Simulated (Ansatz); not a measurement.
Reaction (ligand exchange at a Ge–Cl bond): `O=[CH][GeH2][Cl]` + H₂Se → `O=[CH][GeH2][SeH]` + HCl

Isolated molecules relaxed with PBE0-D4/def2-TZVP in Ansatz; ΔE leaves out vibrations. CBS: MP2 limit from def2 TZ/QZ plus the TZ coupled-cluster correction, frozen cores. This one scheme is used for every species. DFT in def2-TZVPP. B3LYP here is the variant with VWN-RPA as its local correlation; programs differ in this. For Ge, Se outer-core shells are correlated without core-valence functions, which leaves a few kJ/mol of doubt a bond. Scalar relativity is left out up to krypton. One conformer a species, not always the lowest.

```tsv
level	ΔE (kJ/mol)
PBE0-D4	9.8
B3LYP-D4	12.9
B2PLYP	14.4
CCSD/CBS(def2)	11.3
```

What does CCSD(T)/CBS give? (Best estimate.)

Computed: +9.7 kJ/mol. The listed levels differ from it by 0.1, 3.2, 4.7, 1.6 kJ/mol.

Largest T1 diagnostic among the species: 0.013.

In def2-TZVPP, CCSD(T) changes the Hartree–Fock value by −13.4 kJ/mol (the triples alone add −1.6 kJ/mol) and MP2 by −15.2 kJ/mol. The D4 term adds −3.2 kJ/mol with B3LYP and −1.8 kJ/mol with PBE0; it sums over pairs of atoms, weighted by their polarisabilities, and B3LYP, whose exchange is more repulsive, gets the larger term.
